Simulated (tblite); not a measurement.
Record of a relaxation.

Compound: C7H12P (charge +1).
Numbering: `[CH:1]#[C:2][CH2:3][P@H+:4]([CH3:5])[CH2:6][CH:7]=[CH2:8]` (hydrogens: H9 on C1; H10, H11 on C3; H12 on P4; H13, H14, H15 on C5; H16, H17 on C6; H18 on C7; H19, H20 on C8)
Bond orders are those of one Lewis drawing.

Computed with GFN2-xTB (tblite), gas phase: L-BFGS steps from a force-field or distance-geometry start until the largest atomic force falls under 0.01 eV/Å. 4 of its 142 geometries are shown.

Step 0: E = -628.4279 eV, largest atomic force 1.675 eV/Å
```
atom  x, y, z in Å  |  force x, y, z in eV/Å
C1     -2.509    2.083    0.841   -0.050   0.037   0.194
C2     -1.905    1.547   -0.051   -0.033  -0.136   0.517
C3     -1.160    0.862   -1.111   -1.068   0.953  -0.870
P4     -0.269   -0.588   -0.546    0.137  -0.845   0.127
C5     -1.503   -1.846   -0.079   -0.205   0.691  -0.462
C6      0.885   -0.237    0.807    0.205   0.255   0.912
C7      2.065    0.458    0.205    1.125  -0.054  -0.104
C8      3.310   -0.009    0.274   -0.465  -0.349   0.183
H9     -3.046    2.571    1.637    0.444  -0.375  -0.764
H10    -1.915    0.550   -1.898    0.713   0.129   0.584
H11    -0.494    1.603   -1.584    0.010  -0.241   0.086
H12     0.518   -1.061   -1.631   -0.477   0.235   0.539
H13    -2.016   -1.488    0.846    0.428  -0.507  -0.566
H14    -0.989   -2.811    0.017   -0.469   0.233   0.164
H15    -2.245   -1.840   -0.916    0.427  -0.364   0.674
H16     0.406    0.424    1.595    0.222  -0.681  -0.783
H17     1.278   -1.157    1.292   -0.581   0.291  -0.220
H18     1.897    1.389   -0.308   -0.169   0.217  -0.029
H19     4.140    0.514   -0.171   -0.073  -0.018   0.054
H20     3.548   -0.952    0.781   -0.118   0.527  -0.238
```

Step 47: E = -628.6798 eV, largest atomic force 0.051 eV/Å
```
atom  x, y, z in Å  |  force x, y, z in eV/Å
C1     -2.424    1.969    0.870   -0.020   0.022   0.041
C2     -1.841    1.495   -0.062    0.035  -0.016  -0.034
C3     -1.122    0.914   -1.183   -0.010   0.010  -0.006
P4     -0.300   -0.602   -0.594    0.019   0.009   0.000
C5     -1.519   -1.809   -0.043   -0.010   0.014   0.009
C6      0.867   -0.222    0.747    0.009  -0.013   0.008
C7      2.070    0.516    0.223   -0.006  -0.004   0.011
C8      3.291    0.016    0.260   -0.016  -0.014  -0.024
H9     -2.948    2.414    1.664    0.000  -0.005  -0.010
H10    -1.817    0.670   -1.994    0.016  -0.021   0.007
H11    -0.372    1.618   -1.560   -0.006  -0.007   0.006
H12     0.412   -1.139   -1.650   -0.008   0.006   0.006
H13    -2.051   -1.397    0.815   -0.033   0.015   0.029
H14    -1.020   -2.731    0.254    0.005  -0.019  -0.004
H15    -2.236   -2.023   -0.835    0.000  -0.005  -0.035
H16     0.316    0.377    1.484    0.034   0.004  -0.028
H17     1.168   -1.164    1.215    0.004   0.004   0.011
H18     1.887    1.505   -0.174   -0.003  -0.003   0.004
H19     4.139    0.562   -0.115   -0.019   0.013   0.028
H20     3.496   -0.958    0.675    0.011   0.011  -0.018
```

Step 94: E = -628.6901 eV, largest atomic force 0.027 eV/Å
```
atom  x, y, z in Å  |  force x, y, z in eV/Å
C1     -2.362    1.998    0.821    0.004  -0.006  -0.003
C2     -1.754    1.502   -0.083   -0.003  -0.001   0.002
C3     -1.013    0.884   -1.169   -0.004   0.005   0.004
P4     -0.284   -0.660   -0.537   -0.006   0.001  -0.001
C5     -1.593   -1.794   -0.032    0.001  -0.004   0.004
C6      0.878   -0.315    0.817   -0.006  -0.005  -0.005
C7      2.003    0.552    0.313    0.003  -0.001   0.000
C8      3.231    0.110    0.120   -0.020   0.008   0.017
H9     -2.907    2.461    1.590    0.009   0.005  -0.010
H10    -1.682    0.660   -2.007   -0.005  -0.010   0.002
H11    -0.218    1.551   -1.520    0.000   0.000  -0.005
H12     0.436   -1.238   -1.566   -0.002  -0.007   0.002
H13    -2.262   -1.274    0.657    0.017  -0.004   0.004
H14    -1.167   -2.666    0.465    0.001   0.006  -0.008
H15    -2.163   -2.121   -0.902   -0.002   0.010  -0.001
H16     0.316    0.190    1.611    0.006  -0.010  -0.006
H17     1.257   -1.269    1.197   -0.001   0.011   0.001
H18     1.752    1.587    0.129   -0.003   0.015   0.014
H19     4.013    0.762   -0.226    0.007  -0.005  -0.001
H20     3.512   -0.910    0.320    0.005  -0.009  -0.011
```

Step 141: E = -628.6959 eV, largest atomic force 0.009 eV/Å
```
atom  x, y, z in Å  |  force x, y, z in eV/Å
C1     -2.270    2.064    0.764   -0.002  -0.003   0.002
C2     -1.679    1.516   -0.120    0.003   0.000  -0.004
C3     -0.956    0.845   -1.186    0.000  -0.005   0.001
P4     -0.268   -0.702   -0.516    0.001  -0.002   0.002
C5     -1.601   -1.814   -0.026    0.001   0.003   0.002
C6      0.860   -0.361    0.868   -0.002  -0.002  -0.001
C7      1.942    0.586    0.417   -0.008   0.003  -0.002
C8      3.143    0.187    0.043   -0.001   0.007   0.000
H9     -2.800    2.572    1.516    0.006   0.001  -0.003
H10    -1.631    0.612   -2.017   -0.001   0.005   0.001
H11    -0.142    1.478   -1.555   -0.002  -0.004   0.001
H12     0.468   -1.301   -1.520   -0.002   0.002   0.001
H13    -2.221   -1.308    0.716   -0.007   0.000   0.003
H14    -1.191   -2.726    0.407    0.003  -0.002  -0.001
H15    -2.216   -2.070   -0.889    0.004   0.001  -0.004
H16     0.264    0.074    1.678    0.002   0.002   0.001
H17     1.282   -1.312    1.205   -0.001  -0.003  -0.003
H18     1.681    1.635    0.428    0.004  -0.005   0.001
H19     3.899    0.890   -0.260    0.006   0.001  -0.001
H20     3.431   -0.852    0.044   -0.004   0.001   0.003
```

Problem. Summarise the path.

Solution. The energy falls by 0.2680 eV from step 0 to step 141; nine tenths of that is first reached at step 21. It rises by more than 0.2 meV at step 6. The largest force goes from 1.675 to 0.009 eV/Å. Among the bonds P4–H12 changes most (a near tie, within 0.001 Å, with another), from 1.422 to 1.382 Å; the atoms move by 0.371 Å rms after alignment.
